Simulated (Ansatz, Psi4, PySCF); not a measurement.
F6Mo, singlet, at a GFN2-xTB geometry (such geometries of metal compounds can be far from the true shape) (core potentials on Mo). Base run: PBE0/def2-SVP run with PySCF.

Input for PySCF:
```python
from pyscf import gto, scf, dft

mol = gto.M(
    atom='''
Mo    0.000000   -0.000000   -0.000000
F     1.038304   -0.438275   -1.321262
F    -1.038304    0.438275    1.321262
F    -1.103890    0.744977   -1.114599
F    -0.848084   -1.506260   -0.166820
F     0.848084    1.506260    0.166820
F     1.103890   -0.744977    1.114599
''',
    basis='def2-svp',
    ecp={'Mo': 'def2-svp'},
    charge=0,
    spin=0,
    verbose=4,
)

mf = dft.RKS(mol)
mf.xc = 'pbe0'
mf.kernel()
```

The same geometry, method and basis name were run in Ansatz (a quantum-chemistry and plane-wave program) and Psi4 and PySCF, at each program's defaults and at the settings that a row names. The base is PySCF at its defaults. Differences at the defaults can come from grids, fitting, cores and function types together.

| code and settings | ΔE vs base (mEh) | basis functions | E (Eh) | SCF cycles |
|---|---|---|---|---|
| PySCF, defaults (exact integrals, its default grid, spherical functions) | 0.000 | 115 | -666.37078 | 9 |
| Psi4, defaults (density fitting with its default set, its default grid, spherical functions) | 0.165 | 115 | -666.37061 | 10 |
| Ansatz, defaults (factorised integrals, its default grid, spherical functions) | -0.002 | 115 | -666.37078 | - |
| PySCF, density fitting with def2-universal-jkfit | 0.017 | 115 | -666.37076 | 9 |
| PySCF, fine grid | -0.012 | 115 | -666.37079 | 9 |
| Psi4, exact integrals, spherical functions, fine grid | -0.008 | 115 | -666.37079 | 12 |
| Ansatz, high accuracy | -0.008 | 115 | -666.37079 | - |
